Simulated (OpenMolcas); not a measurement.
**Re⁴⁺: effect of correlating more closed shells**

| Quantity | Value |
| --- | --- |
| Program | OpenMolcas 26.06 |
| Basis | ANO-RCC-VTZP [8s7p5d3f2g1h] |
| Scalar Hamiltonian | DKH2, point nucleus |
| Active space | 3 electrons in 5 orbitals (5d) |
| State averaging | 2S+1 = 4 even, 10 roots; 2S+1 = 2 even, 40 roots |
| Spin-orbit coupling | state interaction with AMFI integrals over the reference wave functions, term energies averaged over their components |

Methods on the same reference wave functions:
A. CASSCF
B. MS-CASPT2, IPEA 0.25 Eh, imaginary shift 0.1 Eh (closed shells correlated: none)
C. MS-CASPT2, IPEA 0.25 Eh, imaginary shift 0.1 Eh (closed shells correlated: 5s 5p)
D. MS-CASPT2, IPEA 0.25 Eh, imaginary shift 0.1 Eh (closed shells correlated: 4f 5s 5p)

Energies in cm-1 above 5d3 4F 3/2, the measured ground level; measured values from the list in Brasseur, Gamrath and Quinet, At. Data Nucl. Data Tables 157, 101636 (2024).

```csv
Level,A,B,C,D,Measured
5d3 4F 3/2,0.0,0.0,0.0,0.0,0.0
5d3 4F 5/2,4570,4930,4910,4910,4853
5d3 4F 7/2,8860,9180,9100,9090,8973
5d3 4F 9/2 [66 %],12323,12330,12140,12130,11914
5d3 4P 1/2 [63 %],17051,15130,14870,14650,14325
5d3 2G 7/2,21252,20010,19570,19540,19013
5d3 2H 9/2 [55 %],21894,21170,20670,20620,
5d3 4P 5/2,23123,21940,21550,21280,20922
5d3 2P 1/2 [63 %],27937,24540,24460,24320,23669
5d3 2H 11/2,29725,28790,28060,27970,27077
5d3 2D 5/2(1),32683,30070,29850,29730,28739
5d3 2G 9/2 [54 %],32752,31690,31150,31100,
5d3 2P 3/2 [54 %],37285,33560,33660,33590,
5d3 2F 5/2,40236,36770,35900,35500,34162
5d3 2F 7/2,40338,37120,36180,35800,34625
5d3 2D 5/2(2),60432,54660,54720,54340,52467
5d3 2D 3/2(2),60444,54800,54680,54220,
```

Deviations, from unrounded energies. A percentage is the sum of absolute deviations over the sum of measured energies, with the sign that they share, or ± where signs differ.

```csv
Against measurement,Levels,A,B,C,D
mean absolute deviation (cm-1),12,3200,1200,880,710
fine structure of the ground term (%),3,±3.1,+2.7,+1.6,+1.5
other terms of the ground configuration (%),9,+14.8,+5.5,+4.0,+3.2
```

D lies closest to measurement on these levels and A furthest from it. The largest miss of D in the table is 5d3 2D 5/2(2), by +1900 cm-1. The ranking rests on the paired levels alone, and a cruder setting can come out closer through cancelling errors.

Among B to D the level of the table that moves most is 5d3 2F 7/2, by 1300 cm-1 (lowest in D, highest in B). Moves below CASPT2's spread within the term are not significant.

The mean deviations of B to D differ by less than CASPT2's widest spread within a term (610 cm-1), so their order carries little weight.

From A to B the spin-free energies of the other terms of 5d3 shown, above 4F, scale by factors of 0.73 to 0.92, as is usual when dynamic correlation screens the repulsion within a d or f shell.

The lowest spin-free term lies below A's lowest term by 0.014 hartree in B, 0.246 hartree in C, 1.096 hartree in D.

What an inner shell adds also hangs on whether the basis holds functions to correlate it.

CASPT2 does not keep the components of a term degenerate, so their means are used; among the terms shown or strongly mixed into the levels shown the widest spread is 610 cm-1 (5d3 4F, D). Without dynamic correlation excited terms often stand tens of per cent too high (terms of higher spin than the ground term too low), and those without a measured partner can miss by more than the paired ones (holds for A). Measured partners are found by configuration, term and J. A level has none where our copy of the source lacks it or the pairing is in doubt (some pairs that miss far off the trend of their configuration count as doubtful), and it then counts in no deviation. Only configurations of the active space appear. Levels that lie high or do not pair safely by name in every column are left out.

A share in square brackets marks a mixed level and gives the weight of the term that names it, the lowest over the columns. A number in round brackets counts repeated terms of one configuration in the order of the reference energies.
